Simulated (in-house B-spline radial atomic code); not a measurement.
Values are calculated unless marked as measured or tabulated.
H ion on Sb atom: potential, deflection and energy transfer

The pair potential comes from two frozen, spherical free-atom densities (PBE, B-spline radial code, scalar-relativistic past argon): electrostatics plus the change in Thomas-Fermi kinetic and Dirac exchange energy where they overlap, the recipe behind the universal ZBL potential, which averages such potentials (from solid-state densities) over many pairs. It is written V = (Z1 Z2 e²/r) φ(r/a), with e² = 14.3996 eV·Å and a = 0.46850 Å/(Z1^0.23 + Z2^0.23); ZBL's fit is φ = 0.18175 e^(−3.1998x) + 0.50986 e^(−0.94229x) + 0.28022 e^(−0.4029x) + 0.02817 e^(−0.20162x). Where φ falls below 4e-4 it is continued as an exponential.

Masses 1.01 and 121.76 u.

| x = r/a | φ, this pair | φ, ZBL |
| --- | --- | --- |
| 0.1 | 0.87 | 0.8928 |
| 0.5 | 0.5795 | 0.6096 |
| 1.5 | 0.2842 | 0.2995 |
| 3 | 0.1277 | 0.1292 |
| 5 | 0.05223 | 0.05224 |
| 8 | 0.018 | 0.01705 |
| 12 | 0.004371 | 0.00474 |
| 17 | 0.0006646 | 0.001212 |

(1) At x = 4 the electrostatic, kinetic and exchange parts are 26.09, 93.35 and -12.63 eV. Find r, V and φ.

(2) The ion comes in at 0.5485 keV with impact parameter 0.0675 Å. The scattering integral gives a centre-of-mass angle of 139.4° and a closest approach of 2.139 a. What are the reduced energy, the energy passed on and the laboratory angles?

Results:

(1) a = 0.46850/(1.0000 + 2.4703) = 0.13500 Å, so r = 0.54002 Å. V = 26.09 + 93.35 + (-12.63) = 106.81 eV. The bare repulsion is 1 × 51 × 14.3996/0.54002 = 1359.9 eV, so φ = 0.0785, -2.1 % against ZBL's 0.0803. The kinetic (Pauli) term is 87 % of V here.

(2) ε = E a M2/(Z1 Z2 e² (M1 + M2)) = 548.5 × 1.8232e-04 = 0.1. The most that one collision can pass on is γE with γ = 4 M1 M2/(M1 + M2)² = 0.0326. Here T = γE sin²(θ/2) = 0.0326 × 548.5 × 0.8797 = 15.75 eV. The ion turns by arctan(sin θ/(cos θ + M1/M2)) = 139.1° (second quadrant: it bounces back), and the struck atom leaves at (180° − θ)/2 = 20.3°. The closest approach is 0.289 Å. With ZBL the angle would be 139.86° and T = 15.79 eV.
